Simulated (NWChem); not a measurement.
System: boron trifluoride (BF$_{3}$); SMILES FB(F)F

Input file for NWChem:

```
start job
memory heap 200 mb stack 700 mb global 900 mb
geometry units angstroms noautosym nocenter noautoz
  F      1.254668    -0.378001     0.000000
  B      0.000000     0.000000     0.000000
  F     -0.954692    -0.897574     0.000000
  F     -0.299976     1.275575     0.000000
end
basis spherical
  * library 6-31g*
end
dft
  xc hfexch
  iterations 150
end
property
  shielding 2 1 2
end
task dft property
```

NWChem printed, in part:

```
             Northwest Computational Chemistry Package (NWChem) 7.3.0
             --------------------------------------------------------

                             Geometry "geometry" -> ""
                             -------------------------

 Output coordinates in angstroms (scale by  1.889725989 to convert to a.u.)

  No.       Tag          Charge          X              Y              Z
 ---- ---------------- ---------- -------------- -------------- --------------
    1 F                    9.0000     1.25466800    -0.37800100     0.00000000
    2 B                    5.0000     0.00000000     0.00000000     0.00000000
    3 F                    9.0000    -0.95469200    -0.89757400     0.00000000
    4 F                    9.0000    -0.29997600     1.27557500     0.00000000

 Effective nuclear repulsion energy (a.u.)     111.1748161401

  xc_inp: hfexch multiplicative factor not found.
                              NWChem Property Module
                              ----------------------

  itol2e modified to match energy
  convergence criterion.

                                 NWChem DFT Module
                                 -----------------

 Summary of "ao basis" -> "ao basis" (spherical)
 ------------------------------------------------------------------------------
       Tag                 Description            Shells   Functions and Types
 ---------------- ------------------------------  ------  ---------------------
 F                           6-31g*                  6       14   3s2p1d
 B                           6-31g*                  6       14   3s2p1d

  itol2e modified to match energy
  convergence criterion.

            General Information
            -------------------
          SCF calculation type: DFT
          Wavefunction type:  closed shell.
          No. of atoms     :     4
          No. of electrons :    32
           Alpha electrons :    16
            Beta electrons :    16
          Charge           :     0
          Spin multiplicity:     1
          Use of symmetry is: off; symmetry adaption is: off
          Maximum number of iterations: 150
          AO basis - number of functions:    56
                     number of shells:    24
          Convergence on energy requested:  1.00D-07
          Convergence on density requested:  1.00D-05
          Convergence on gradient requested:  5.00D-04

              XC Information
              --------------
                     Hartree-Fock (Exact) Exchange  1.000

      Superposition of Atomic Density Guess
      -------------------------------------

 Sum of atomic energies:        -322.64308456

      Non-variational initial energy
      ------------------------------

 Total energy =    -323.557076
 1-e energy   =    -670.905951
 2-e energy   =     236.174059
 HOMO         =      -0.612962
 LUMO         =       0.150015

   convergence    iter        energy       DeltaE   RMS-Dens  Diis-err
 ---------------- ----- ----------------- --------- --------- ---------
 d= 0,ls=0.0,diis     1   -323.1205339953 -4.34D+02  9.06D-03  7.08D-01
 d= 0,ls=0.0,diis     2   -323.1773240019 -5.68D-02  2.71D-03  1.69D-01
 d= 0,ls=0.0,diis     3   -323.1902634784 -1.29D-02  5.59D-04  2.86D-03
 d= 0,ls=0.0,diis     4   -323.1905781518 -3.15D-04  1.48D-04  8.16D-05
 d= 0,ls=0.0,diis     5   -323.1905927473 -1.46D-05  2.44D-05  1.77D-06
 d= 0,ls=0.0,diis     6   -323.1905931596 -4.12D-07  3.55D-06  4.52D-08
 d= 0,ls=0.0,diis     7   -323.1905931712 -1.16D-08  6.27D-07  1.09D-09

         Total DFT energy =     -323.190593171174
      One electron energy =     -672.098757366459
           Coulomb energy =      272.054571886114
    Exchange-Corr. energy =      -34.321223830931
 Nuclear repulsion energy =      111.174816140101

 Numeric. integr. density =        0.000000000000

                       DFT Final Molecular Orbital Analysis
                       ------------------------------------

 Vector   14  Occ=2.000000D+00  E=-6.763943D-01
              MO Center= -1.9D-01, -6.1D-01, -1.0D-15, r^2= 1.7D+00
   Bfn.  Coefficient  Atom+Function         Bfn.  Coefficient  Atom+Function
  ----- ------------  ---------------      ----- ------------  ---------------
    33      0.517733  3 F  pz                37      0.383099  3 F  pz
     5     -0.376919  1 F  pz                 9     -0.278903  1 F  pz
    47     -0.140815  4 F  pz                51     -0.104197  4 F  pz
    27      0.034412  2 B  d  1

 Vector   15  Occ=2.000000D+00  E=-6.763942D-01
              MO Center=  1.9D-01,  6.1D-01,  1.3D-15, r^2= 1.7D+00
   Bfn.  Coefficient  Atom+Function         Bfn.  Coefficient  Atom+Function
  ----- ------------  ---------------      ----- ------------  ---------------
    47      0.516528  4 F  pz                51      0.382207  4 F  pz
     5     -0.380213  1 F  pz                 9     -0.281340  1 F  pz
    33     -0.136314  3 F  pz                37     -0.100866  3 F  pz
    25      0.034412  2 B  d -1

 Vector   16  Occ=2.000000D+00  E=-6.501728D-01
              MO Center=  3.2D-07,  1.1D-06, -7.1D-16, r^2= 2.1D+00
   Bfn.  Coefficient  Atom+Function         Bfn.  Coefficient  Atom+Function
  ----- ------------  ---------------      ----- ------------  ---------------
    45     -0.385031  4 F  px                 4      0.378720  1 F  py
    32     -0.288173  3 F  py                49     -0.277533  4 F  px
     8      0.272984  1 F  py                31      0.270932  3 F  px
    36     -0.207717  3 F  py                35      0.195289  3 F  px
     3      0.114099  1 F  px                46     -0.090548  4 F  py

 Vector   17  Occ=0.000000D+00  E= 2.039662D-01
              MO Center=  1.5D-08,  4.7D-08,  1.1D-15, r^2= 2.0D+00
   Bfn.  Coefficient  Atom+Function         Bfn.  Coefficient  Atom+Function
  ----- ------------  ---------------      ----- ------------  ---------------
    23      0.805563  2 B  pz                19      0.461002  2 B  pz
     9     -0.266381  1 F  pz                37     -0.266381  3 F  pz
    51     -0.266381  4 F  pz                 5     -0.211600  1 F  pz
    33     -0.211600  3 F  pz                47     -0.211600  4 F  pz

 Vector   18  Occ=0.000000D+00  E= 2.538393D-01
              MO Center=  1.2D-07,  3.8D-07, -6.9D-16, r^2= 2.6D+00
   Bfn.  Coefficient  Atom+Function         Bfn.  Coefficient  Atom+Function
  ----- ------------  ---------------      ----- ------------  ---------------
    20      2.017109  2 B  s                  6     -0.605617  1 F  s
    34     -0.605617  3 F  s                 48     -0.605617  4 F  s
    50      0.281488  4 F  py                 7      0.276875  1 F  px
    35     -0.210677  3 F  px                36     -0.198073  3 F  py
    16     -0.165033  2 B  s                 15     -0.134612  2 B  s

 Vector   19  Occ=0.000000D+00  E= 4.045540D-01
              MO Center=  7.1D-02,  2.2D-01,  2.8D-16, r^2= 3.6D+00
   Bfn.  Coefficient  Atom+Function         Bfn.  Coefficient  Atom+Function
  ----- ------------  ---------------      ----- ------------  ---------------
    21      1.547212  2 B  px                34      0.946212  3 F  s
    22      0.848242  2 B  py                 6     -0.685035  1 F  s
    49     -0.319041  4 F  px                 8     -0.267689  1 F  py
    48     -0.261176  4 F  s                 36      0.208350  3 F  py
    45     -0.185635  4 F  px                 4     -0.138765  1 F  py

     Multipole analysis of the density
     ---------------------------------

     L   x y z        total         alpha         beta         nuclear
     -   - - -        -----         -----         ----         -------
     0   0 0 0     -0.000000    -16.000000    -16.000000     32.000000

     1   1 0 0     -0.000000     -0.000000     -0.000000     -0.000000
     1   0 1 0     -0.000000     -0.000000     -0.000000      0.000000
     1   0 0 1      0.000000      0.000000      0.000000      0.000000

     2   2 0 0    -16.038866    -49.409011    -49.409011     82.779156
     2   1 1 0      0.000001      0.000016      0.000016     -0.000030
     2   1 0 1     -0.000000     -0.000000     -0.000000      0.000000
     2   0 2 0    -16.038868    -49.409031    -49.409031     82.779195
     2   0 1 1      0.000000      0.000000      0.000000      0.000000
     2   0 0 2    -12.716018     -6.358009     -6.358009      0.000000

          -----------------------------------------
          Chemical Shielding Tensors (GIAO, in ppm)
          -----------------------------------------

                                NWChem CPHF Module
                                ------------------

  scftype          =     RHF
  nclosed          =       16
  nopen            =        0
  variables        =      640
  # of vectors     =        3
  tolerance        = 0.10D-03
  level shift      = 0.00D+00
  max iterations   =       50
  max subspace     =       30

 SCF residual:    6.5388082778723764E-006

Iterative solution of linear equations
  No. of variables      640
  No. of equations        3
  Maximum subspace       30
        Iterations       50
       Convergence  1.0D-04

   iter   nsub   residual    time
   ----  ------  --------  ---------
     1      3    6.06D-01       6.6
     2      6    5.68D-02       7.0
     3      9    1.17D-02       7.4
     4     12    1.40D-03       7.8
     5     15    1.40D-04       8.2
     6     18    2.44D-05       8.6

      Atom:    1  F
        Diamagnetic
    485.6463     -8.1581     -0.0000
     -8.1581    461.0256     -0.0000
     -0.0000     -0.0000    458.0133

        Paramagnetic
    -94.7756    -36.1593     -0.0000
    -36.1593   -203.9025     -0.0000
     -0.0000     -0.0000    -54.1882

        Total Shielding Tensor
    390.8707    -44.3174     -0.0000
    -44.3174    257.1231     -0.0000
     -0.0000     -0.0000    403.8250

           isotropic =     350.6063
          anisotropy =      80.4242

          Principal Components and Axis System
                 1           2           3
              404.2224    403.8250    243.7713

      1         0.9575      0.0000      0.2885
      2        -0.2885      0.0000      0.9575
      3         0.0000      1.0000      0.0000

      Atom:    2  B
        Diamagnetic
    202.8328     -0.0000      0.0000
     -0.0000    202.8328     -0.0000
      0.0000     -0.0000    180.1105

        Paramagnetic
    -81.3694      0.0000      0.0000
      0.0000    -81.3694      0.0000
      0.0000      0.0000    -75.2521

        Total Shielding Tensor
    121.4634      0.0000      0.0000
      0.0000    121.4634      0.0000
      0.0000      0.0000    104.8584

           isotropic =     115.9284
          anisotropy =       8.3025

          Principal Components and Axis System
                 1           2           3
              121.4634    121.4634    104.8584

      1         0.8814     -0.4725      0.0000
      2         0.4725      0.8814      0.0000
      3         0.0000      0.0000      1.0000
```

Level: Hartree-Fock/6-31G* (spherical d), GIAO. Geometry: optimised at PBE0/def2-SVP. No frequency run checked for a minimum. The printed shielding anisotropy is the first printed principal value minus the mean of the other two.
